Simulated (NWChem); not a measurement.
A series in which one site is exchanged, each optimised at PBE0/def2-SVP with NWChem, gas phase unless a solvent is named. All stand in one matching conformer (torsions within 35°), which need not be the lowest. For some, no frequency run checked for a minimum. def2 effective core potentials on Cd, Te; no spin-orbit coupling.

A: [BeH][S]C (CH$_{4}$BeS; site = Be)
B: CS[TeH] (CH4STe; site = Te)
C: C[S][CdH] (CH$_{4}$CdS; site = Cd)

```json
[
 {"quantity": "dipole (D), PBE0/def2-SVP", "A": "___", "B": "1.57", "C": "1.53"},
 {"quantity": "orbital gap (eV), PBE0/def2-SVP", "A": "___", "B": "4.94", "C": "5.50"},
 {"quantity": "vertical ionisation energy, ΔSCF, PBE0/def2-SVP (eV)", "A": "___", "B": "8.61", "C": "8.58"},
 {"quantity": "lowest singlet excitation, PBE0/def2-SVPD, TDA (eV)", "A": "___", "B": "3.43", "C": "4.28"}
]
```

Q: Fill in the missing entries.

A: 
- dipole (D), PBE0/def2-SVP, A: 1.62
- orbital gap (eV), PBE0/def2-SVP, A: 6.07
- vertical ionisation energy, ΔSCF, PBE0/def2-SVP (eV), A: 9.53
- lowest singlet excitation, PBE0/def2-SVPD, TDA (eV), A: 4.52
